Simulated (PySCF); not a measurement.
How the method changes the constants of InBi⁺

State: ⁴Σ⁻ (quartet), unpaired electrons σ ↑, π ↑↑. Set-up: PySCF, scalar-relativistic core potentials, basis sets In cc-pVDZ-PP with ECP28, Bi cc-pVDZ-PP with ECP60. De refers to In⁺ + Bi in their high-spin ground configurations, without counterpoise correction. The functionals are run spin-unrestricted. A positive dipole points towards Bi; it is taken about the centre of mass and depends on that origin.

| Level | Re (Å) | ωe (cm⁻¹) | De (eV) | μ (D) | CPU s a point (SCF and correlation, without the integrals) |
| --- | --- | --- | --- | --- | --- |
| UHF | 3.585 | 44.3 | n/a | -7.27 | 0.12 |
| UHF-MP2 | 3.359 | 59.6 | n/a | n/a | 0.2 |
| UHF-SCS-MP2 | 3.432 | 54.4 | n/a | n/a | n/a |
| UHF-CCSD | 3.385 | 59.5 | n/a | n/a | n/a |
| UHF-CCSD(T) | 3.351 | 62.4 | n/a | n/a | 4.8 |
| PBE | 3.207 | 76.6 | n/a | -4.38 | 0.58 |
| PBEsol | 3.128 | 84.4 | n/a | -4.11 | 0.42 |
| revPBE | 3.273 | 69.3 | n/a | -4.67 | 0.42 |
| r²SCAN | 3.175 | 78.9 | n/a | -4.54 | 0.81 |
| TPSSh | 3.192 | 75.7 | n/a | -4.62 | 0.89 |
| PBE0 | 3.202 | 75.5 | n/a | -4.75 | 1 |

Question: What does a quarter of exact exchange do here, going from PBE to PBE0?

Answer: PBE0 less PBE: -0.5 pm in Re, -1.4 % in ωe. Exact exchange removes part of the self-interaction that spreads semilocal densities, and in most molecules shortens and stiffens the bond and lowers De; so it does here.

Question: What does the step from GGA to meta-GGA do here, going from PBE to r²SCAN?

Answer: r²SCAN less PBE: -3.2 pm in Re, +3.0 % in ωe. 

Question: What does second-order correlation do here, going from UHF to UHF-MP2?

Answer: UHF-MP2 less UHF: -22.6 pm in Re, +34.5 % in ωe. Correlation nearly always deepens the well. The bond shortens, as in weak, metallic or heavy-atom bonds, where dispersion and the correlation of outer-core electrons pull the atoms together.

Correlated steps freeze 8 core orbitals. These are scalar-relativistic numbers at best; spin–orbit coupling would shift them, the dissociation energy most. The state was picked by a PBE0 search and need not be the measured ground state.

The whole job (state search and all levels along the bond) took about 2.3 min on 1 thread of Intel Xeon Platinum 8488C (shared host), peak memory 0.52 GiB.
